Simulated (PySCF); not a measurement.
# Radial density of Rb⁺ (rubidium, charge +1)

LDA, [Kr], closed-shell 1S. All numbers are calculated (PySCF 2.14, the spin-free X2C one-electron Hamiltonian (Gaussian nucleus), in x2c-TZVPall (8s6p6d1f, 63 functions)).

```json
{"r (bohr)": "0.0273", "4πr²ρ (e/bohr)": "46.32"}
{"r (bohr)": "0.0459", "4πr²ρ (e/bohr)": "40.15"}
{"r (bohr)": "0.0773", "4πr²ρ (e/bohr)": "42.43"}
{"r (bohr)": "0.130", "4πr²ρ (e/bohr)": "55.49"}
{"r (bohr)": "0.219", "4πr²ρ (e/bohr)": "34.83"}
{"r (bohr)": "0.368", "4πr²ρ (e/bohr)": "38.04"}
{"r (bohr)": "0.618", "4πr²ρ (e/bohr)": "24.56"}
{"r (bohr)": "1.04", "4πr²ρ (e/bohr)": "7.210"}
{"r (bohr)": "1.75", "4πr²ρ (e/bohr)": "4.801"}
{"r (bohr)": "2.94", "4πr²ρ (e/bohr)": "0.6875"}
{"r (bohr)": "4.95", "4πr²ρ (e/bohr)": "0.007061"}
{"r (bohr)": "8.33", "4πr²ρ (e/bohr)": "7.813e-05"}
{"r (bohr)": "14.0", "4πr²ρ (e/bohr)": "2.458e-05"}
```

Densities and radii are taken from the X2C orbitals without a picture-change correction, which distorts them close to the nucleus.
